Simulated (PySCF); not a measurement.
Isomers C8H12N2:

A. `C1=NN(C2CCC2)C=C1C`
B. `Cc1ccc(C(C)C)nn1`
C. SMILES Cc1ccnn1C1CCC1

Spectrum 1. 1H NMR (500 MHz, computed): δ 7.56 (m, 1H), 7.06 (m, 1H), 4.32 (m, 1H), 3.09 (m, 2H), 2.36 (m, 2H), 2.24 (s, 3H), 1.90 (m, 1H), 1.76 (m, 1H). 13C{1H} NMR (computed): δ 144.4 (CH), 131.7 (CH), 120.5 (C), 56.3 (CH), 32.0 (CH2), 14.4 (CH2), 11.2 (CH3).

Spectrum 2. 1H NMR (500 MHz, computed): δ 7.57 (m, 1H), 6.04 (m, 1H), 4.45 (m, 1H), 3.11 (m, 2H), 2.36 (m, 2H), 2.31 (s, 3H), 1.93 (m, 1H), 1.80 (m, 1H). 13C{1H} NMR (computed): δ 142.5 (CH), 140.3 (C), 110.5 (CH), 51.5 (CH), 31.7 (CH2), 14.5 (CH2), 13.0 (CH3).

Spectrum 3. 1H NMR (500 MHz, computed): δ 7.31 (m, 1H), 7.17 (m, 1H), 2.94 (s, 3H), 2.78 (sept, 1H), 1.56 (d, 6H). 13C{1H} NMR (computed): δ 172.1 (C), 160.5 (C), 130.4 (CH), 129.8 (CH), 41.2 (CH), 26.1 (CH3), 24.9 (CH3).

- structure optimised with GFN2-xTB
- NMR shieldings at PBE0/pcSseg-1/GIAO
- run in PySCF
- single conformer, averaged over atoms made equivalent by symmetry, fast rotation or ring inversion, no solvent, non-relativistic

Shifts are taken against calculated references (same method and geometry level): 1H (σref 31.72), 13C (σref 186.93) vs TMS. Where no couplings were computed, multiplicities follow the n + 1 count of equivalent neighbours, and m marks all less simple cases (inequivalent or close neighbours, rings, F or P nearby). Shifts are as computed. Against solution values, carbons near 30 ppm lie about +3 ppm off and those near 130 ppm about +5 ppm. Of 1211 compounds with measured shifts, 218 miss one by over three times the rms of a fit or turn the order of signals round; such compounds aren't used in these exercises.

Which spectrum belongs to which compound?

Answers

1–A, 2–C, 3–B.

- Spectrum 1 (A): 7 13C signals; δC 144.4 is an aromatic CH next to a ring nitrogen; δC 56.3 is an sp3 CH bonded to N.
- Spectrum 2 (C): 7 13C signals; δC 142.5 is an aromatic CH next to a ring nitrogen; δC 51.5 is an sp3 CH bonded to N.
- Spectrum 3 (B): 7 13C signals; δC 130.4 is an aromatic CH; δC 129.8 is an aromatic CH.
